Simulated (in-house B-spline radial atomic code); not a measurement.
**Zr⁷⁺: [Ar] 3d10 4s2 4p3**

Level of theory: Dirac-Kohn-Sham relativistic LDA, spherical fractional occupations, Fermi nucleus of rms radius 4.2694 fm; calculated with a radial B-spline atomic code at the basis-set limit.

Effective charges: Z_r = [3n² - l(l+1)]/(2<r>) from the radius, Z_e = n√(-2ε) from the energy, and Slater's rules. Values are occupation-weighted means over j. An effective charge above Z reflects the relativistic contraction of the inner shells.

```
shell  electrons   ε (eV)  <r> (bohr)    Z_r    Z_e  Slater
   1s          2   -17832     0.03719  40.33  36.20   39.70
   2s          2  -2566.2      0.1627  36.87  27.47   35.85
   2p          6  -2305.5      0.1418  35.26  26.03   35.85
   3s          2  -507.81      0.4587  29.43  18.33   28.75
   3p          6  -422.23      0.4613  27.10  16.71   28.75
   3d         10  -280.26      0.4494  23.36  13.62   18.85
   4s          2  -148.77        1.13  21.25  13.23   13.30
   4p          3  -124.31       1.217  18.90  12.09   13.30
```

The least bound orbital is 4p3/2 at -123.5 eV, and it is also the most diffuse (<r> = 1.224 bohr).

Spin-orbit splittings of the orbital energies (j = l + 1/2 above j = l - 1/2 when positive): 2p 85.23 eV, 3p 13.68 eV, 3d 2.527 eV, 4p 2.36 eV.

For the 1s electron the small component carries 2.11 % of the norm, the zero-frequency Breit interaction raises the level by 32.8 eV, self-energy by 17.78 eV, and vacuum polarisation lowers it by 1.984 eV.
